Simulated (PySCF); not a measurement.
C₆H₄N₂.

```xyz
12

N      0.0000     0.0000     3.2032
C      0.0000     0.0000     2.0387
C      0.0000     0.0000     0.6033
C      0.0000    -1.2087    -0.1143
C      0.0000    -1.1453    -1.5097
N      0.0000     0.0000    -2.2005
C      0.0000     1.1453    -1.5097
C      0.0000     1.2087    -0.1143
H      0.0000    -2.1669     0.4066
H      0.0000    -2.0687    -2.0984
H      0.0000     2.0687    -2.0984
H      0.0000     2.1669     0.4066
```

The structure is a stationary point at TPSSh-D3(BJ)/def2-SVP.

Level of theory: PBE/pcSseg-1 (PySCF). Non-relativistic, no solvent.

Q: Give the absolute GIAO shielding of each atom: isotropic value and principal components (ppm). (An estimate is asked for; the answer gives what the named calculation found.)

A: 
```tsv
atom	σ(iso)	σ11	σ22	σ33	span
N1	-64.7	-210.9	-208.8	225.6	436.5
C2	57.7	-62.2	-49.5	284.9	347.0
C3	57.3	-47.7	55.2	164.3	212.0
C4	50.6	-57.0	41.6	167.2	224.2
C5	24.4	-84.5	18.2	139.5	224.0
N6	-112.7	-460.1	-176.9	298.7	758.8
C7	24.4	-84.5	18.2	139.5	224.0
C8	50.6	-57.0	41.6	167.2	224.2
H9	24.0	21.4	22.1	28.3	6.9
H10	22.2	18.8	21.4	26.5	7.7
H11	22.2	18.8	21.4	26.5	7.7
H12	24.0	21.4	22.1	28.3	6.9
```
